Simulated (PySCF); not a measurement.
**SnC: from constants to spectrum**

PBE0 constants of SnC, ³Σ⁻ (triplet), unpaired electrons π ↑↑, a second solution, started from another occupation (basis Sn cc-pVTZ-PP with ECP28, C cc-pVTZ; scalar-relativistic core potentials; PySCF 2.14; masses 119.9022 and 12.0000 u):

- ωe: 644.0 cm⁻¹
- ωexe: 2.76 cm⁻¹
- Be: 0.35155 cm⁻¹
- αe: 0.00224 cm⁻¹

(1) What force constant and bond length do these constants imply?

(2) Estimate the centrifugal constant D from the Kratzer relation and find the Dunham coefficient a1.

Spin–orbit coupling is left out, which matters for elements this heavy, above all for dissociation energies.

## Answers

(1) Reduced mass μred = 10.908 u; k = 5.8918×10⁻⁷·μred·ωe² (u, cm⁻¹, mdyn/Å) = 2.67 mdyn/Å; Re = √(16.8576/(μred·Be)) (u, cm⁻¹, Å) = 2.097 Å.

(2) D = 4Be³/ωe² = 4.19e-07 cm⁻¹; a1 = −1 − αeωe/(6Be²) = -2.95.
